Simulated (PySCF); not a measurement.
**Polarisability and C₆ of Zn⁺ (zinc, charge +1)**

[Ar] 3d9 4s2, 2D determinant (an excited configuration). All numbers are calculated (PySCF 2.14, scalar relativity through the core potential, in aug-cc-pwCVTZ-PP with ECP10MDF). Coupled (time-dependent) response in atomic units; α is the mean over directions.

```csv
method,mean α (bohr³),"α xx, yy, zz",C₆ (like pair),S(−4)
HSE06,19.71,"19.92, 19.92, 19.29",103.8,189.2
```

S(−4) is the Cauchy moment in α(ω) = α(0) + S(−4) ω² + …

α(iu) at HSE06:

```
u (hartree)  α(iu) (bohr³)
          0          19.71
     0.0500          19.25
      0.100          18.00
      0.200          14.38
      0.300          10.95
      0.500          6.565
      0.750          4.030
       1.00          2.820
       1.50          1.722
       2.00          1.220
       3.00         0.7416
       5.00         0.3766
```

A single London oscillator, α(iu) = α/(1 + u²/ω²), gives C₆ = (3/4) ω α². Matching the computed C₆ needs ω = 4 × 103.8 / (3 × 19.71²) = 0.356 hartree.

For an ion, C₆ is the dispersion term alone; charge-induced terms of lower order in 1/R come first.

The components differ because the open shell of this determinant is not spherical; for a pure term their mean is the scalar polarisability.

Energies and moments cover only the electrons outside the core potential.
